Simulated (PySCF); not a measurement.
PySCF input:

```python
from pyscf import gto, scf, dft

mol = gto.M(
    atom='''
    C    -1.97723565    0.19290964    0.37995491
    C    -0.68865013    0.60227504   -0.26283132
    C     0.47066605   -0.10075517   -0.04994972
    O     0.70081760   -1.12426625    0.64511093
    O     1.61516907    0.42061896   -0.73738613
    H    -2.41028913    0.95988551    1.04632939
    H    -1.80044018   -0.69677299    0.99027984
    H    -2.77617883   -0.06280368   -0.33847585
    H    -0.66077050    1.46979809   -0.91086996
    H     2.29110372   -0.20750571   -0.45210502
    ''',
    basis='def2-tzvpd',
    charge=-1,
    spin=0,
    verbose=4,
)

mf = scf.RHF(mol).density_fit(auxbasis='def2-universal-jkfit')
mf.conv_tol = 1e-9
mf.max_cycle = 100
mf.max_memory = 1500
mf.kernel()
if not mf.converged:
    mf = mf.newton()
    mf.kernel(mf.make_rdm1())
mf.analyze()
```

Question: Predict the final energy.

Answer: -266.33835 Eh (HF/def2-TZVPD).

It need not be the lowest isomer of its formula. Whether it binds its extra electron was not tested at this geometry.
